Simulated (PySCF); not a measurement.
A structure optimised at PBE0-D3(BJ)/def2-SVPD, used in a PySCF frequency run:

```xyz
5

Al     0.0000     0.0000     0.0000
F      0.9881     0.9881    -0.9881
F     -0.9881     0.9881     0.9881
F     -0.9881    -0.9881    -0.9881
F      0.9881    -0.9881     0.9881
```
Charge -1, spin multiplicity 1.

### Question
Write its SMILES, formula and point group.

### Answer
[F][Al-]([F])([F])[F], AlF4, Td

### Question
What are its rotational constants (standard atomic weights)?

### Answer
3.4059, 3.4059, 3.4059 GHz
